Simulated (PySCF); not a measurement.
Dipole response of Ru⁺ (ruthenium, charge +1)

[Kr] 4d7, high-spin 4F determinant. Computed with PySCF 2.14 in aug-cc-pwCVDZ-PP with ECP28MDF, with a scalar-relativistic core potential. Coupled (time-dependent) response in atomic units; α is the mean over directions. A double-zeta set is small for polarisabilities.

```tsv
method	mean α (bohr³)	C₆ (like pair)	S(−4)
UHF	12.54	76.72	70.61
PBE	15.32	94.57	131.8
PBE0	14.32	88.46	105.1
CAM-B3LYP	14.32	87.78	110.7
```

S(−4) is the Cauchy moment in α(ω) = α(0) + S(−4) ω² + …

Spin-orbit coupling is absent.

α(iu) at CAM-B3LYP:

| u (hartree) | α(iu) (bohr³) |
| --- | --- |
| 0 | 14.32 |
| 0.0500 | 14.06 |
| 0.100 | 13.36 |
| 0.200 | 11.47 |
| 0.300 | 9.781 |
| 0.500 | 7.492 |
| 0.750 | 5.721 |
| 1.00 | 4.502 |
| 1.50 | 2.941 |
| 2.00 | 2.041 |
| 3.00 | 1.125 |
| 5.00 | 0.4770 |

A single London oscillator, α(iu) = α/(1 + u²/ω²), gives C₆ = (3/4) ω α². Matching the computed C₆ needs ω = 4 × 87.78 / (3 × 14.32²) = 0.571 hartree.

For an ion, C₆ is the dispersion term alone; charge-induced terms of lower order in 1/R come first.

Energies and moments cover only the electrons outside the core potential.
